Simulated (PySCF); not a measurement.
F2Re, SMILES [F][Re][F] (connectivity only; charge and spin as stated), neutral, multiplicity 6.

The structure is a stationary point at PBE-D3(BJ)/def2-TZVP. The multiplicity is an assumed one; other spin states were not compared. The def2 effective core potentials stand for the cores of Re; spin–orbit coupling is left out.

Method: PBE-D3(BJ)/def2-TZVP in PySCF.

Frequencies are harmonic and unscaled.

Modes within 1.5 cm⁻¹ of each other (mostly degenerate sets) share a row, with their intensities summed.

Q: List the normal modes with their intensities. (An estimate is asked for; the answer gives what the named calculation found.)

A: 
```csv
mode,ν (cm⁻¹),IR (km/mol),moving atoms (share of kinetic energy)
1–2,110,16.8,"F 83 %, Re 17 %"
3,606,232.0,"F 83 %, Re 17 %"
4,618,0.0,F 100 %
```
